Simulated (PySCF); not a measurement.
Species: CH5Ge2NSe.
Geometry (PBE0-D3(BJ)/def2-SVP, Å), atoms numbered from 1 in this order:
```
atom  x, y, z in Å
N1     1.007    2.416   -0.876
C2     1.230    1.288   -0.727
Ge3    1.515   -0.596   -0.416
Se4   -0.491   -1.720   -0.821
Ge5   -1.847   -0.303    0.512
H6     2.561   -1.086   -1.420
H7     1.974   -0.709    1.043
H8    -2.019    1.052   -0.188
H9    -1.184   -0.129    1.888
H10   -3.182   -1.052    0.632
```

Computed, not measured: PBE0-D3(BJ)/def2-SVP geometry optimisation, gas phase (PySCF 2.14.0).

Take the most abundant isotopes and a rigid rotor. The values belong to one conformer with, in the numbering `[N:1]#[C:2][GeH2:3][Se:4][GeH3:5]`, C2–Ge3–Se4–Ge5 -50°.

(1) Give the principal moments of inertia and the rotational constants in MHz.

(2) Classify the top.

(3) What does the inertial defect say?

(4) Give the other two planar moments, Paa and Pbb, and the rms extents of the mass along the axes.

(5) Where do the levels up to J = 5 lie, in MHz?

(6) Which lines would a microwave search look for?

(7) Estimate the classical rotational partition function at 50 K, 100 K and 298.15 K.

Answers

(1) Ia = 319.24, Ib = 584.58, Ic = 820.23 u·Å²; 505379 MHz·u·Å²/I gives A = 1583, B = 864.5, C = 616.1 MHz.

(2) An asymmetric top; Ray's κ = -0.486.

(3) Not planar: Δ = Ic − Ia − Ib = -83.60 u·Å². For a rigid frame Δ = −2 Σ m c², so Σ m c² = 41.80 u·Å² lies off the ab plane: 6.97 from hydrogen and 34.83 from heavier atoms. The atom farthest from that plane is 1.89 Å away.

(4) Paa = Σ m a² = (Ib + Ic − Ia)/2 = 542.78 and Pbb = Σ m b² = (Ia + Ic − Ib)/2 = 277.44 u·Å². With the mass M = 258.80 u, the rms extents √(P/M) along a, b and c are 1.45, 1.04, 0.40 Å.

(5) Above 0(0,0):
J = 1: 1(0,1) 1481, 1(1,1) 2199, 1(1,0) 2448
J = 2: 2(0,2) 4388, 2(1,2) 4912, 2(1,1) 5657, 2(2,1) 7813, 2(2,0) 7867
J = 3: 3(0,3) 8629, 3(1,3) 8951, 3(1,2) 10433, 3(2,2) 12255, 3(2,1) 12510, 3(3,1) 16499, 3(3,0) 16507
J = 4: 4(0,4) 14118, 4(1,4) 14288, 4(1,3) 16720, 4(2,3) 18135, 4(2,2) 18823, 4(3,2) 22511, 4(3,1) 22562, 4(4,1) 28333, 4(4,0) 28333
J = 5: 5(0,5) 20817, 5(1,5) 20898, 5(1,4) 24429, 5(2,4) 25419, 5(2,3) 26803, 5(3,3) 30035, 5(3,2) 30229, 5(4,2) 35855, 5(4,1) 35863, 5(5,1) 43330, 5(5,0) 43330
Those of J = 1 are B + C, A + C and A + B.

(6) The dipole components are |μa| = 0.86 D, |μb| = 1.95 D, |μc| = 1.74 D. The squared components, which scale the intensities, stand as 0.20 : 1.00 : 0.79 (a : b : c). Some lines, for components of 0.1 D or more:

```csv
type,branch,"J(Ka,Kc)",MHz,lower level (cm⁻¹)
c,Q,"3(1,3) ← 3(0,3)",322,0.288
c,Q,"2(1,2) ← 2(0,2)",524,0.146
c,Q,"1(1,1) ← 1(0,1)",719,0.049
a,Q,"2(1,1) ← 2(1,2)",745,0.164
b,Q,"1(1,0) ← 1(0,1)",967,0.049
b,Q,"2(1,1) ← 2(0,2)",1269,0.146
a,Q,"3(1,2) ← 3(1,3)",1483,0.299
b,R,"1(1,1) ← 0(0,0)",2199,0.000
a,Q,"4(1,3) ← 4(1,4)",2432,0.477
b,R,"3(1,2) ← 2(2,1)",2621,0.261
a,R,"2(1,2) ← 1(1,1)",2713,0.073
b,Q,"2(2,1) ← 2(1,2)",2901,0.164
a,R,"2(0,2) ← 1(0,1)",2907,0.049
b,R,"2(1,2) ← 1(0,1)",3431,0.049
c,Q,"3(3,1) ← 3(2,1)",3989,0.417
b,R,"4(0,4) ← 3(1,3)",5167,0.299
a,R,"4(1,4) ← 3(1,3)",5337,0.299
b,R,"4(1,4) ← 3(0,3)",5659,0.288
c,Q,"4(4,1) ← 4(3,1)",5770,0.753
a,R,"4(3,1) ← 3(3,0)",6056,0.551
b,R,"3(2,2) ← 2(1,1)",6598,0.189
b,R,"4(2,3) ← 3(1,2)",7701,0.348
b,R,"3(3,1) ← 2(2,0)",8632,0.262
c,R,"3(3,0) ← 2(2,0)",8640,0.262
c,R,"4(3,1) ← 3(2,1)",10052,0.417
b,R,"4(4,1) ← 3(3,0)",11826,0.551
c,R,"4(4,0) ← 3(3,0)",11827,0.551
b,R,"4(4,0) ← 3(3,1)",11834,0.550
```

(7) Point group C1, symmetry number σ = 1; q = (√π/σ)·√((kT/h)³/(ABC)), k/h = 20836.6 MHz/K: 64900 at 50 K, 184000 at 100 K, 945000 at 298.15 K.

No frequency check. Zero-point vibration and centrifugal distortion are left out. A rigid rotor knows nothing of internal rotation, which can split or shift real lines. Quadrupole hyperfine structure (14N) is left out.

On one thread of an Arm Neoverse V2, shared host with 96 logical CPUs at a one-minute load of 90, this took 3.9 min and 0.70 GiB of memory at its peak. That covers the optimisation of the geometry.
